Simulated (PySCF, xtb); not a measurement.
borazine (B3H6N3), SMILES N1BNBNB1.

GFN2-xTB (xtb) at its own geometry gives an orbital gap of 6.02 eV and a dipole moment of 0.00 D.

Geometry: B3LYP-D3(BJ)/def2-SVP.

Task: What does M06-2X/def2-TZVP (PySCF) give? (The exact figures need the calculation; the answer reports its results.)

Result: gap 10.64 eV (levels -9.44 and 1.20 eV), dipole 0.00 D.
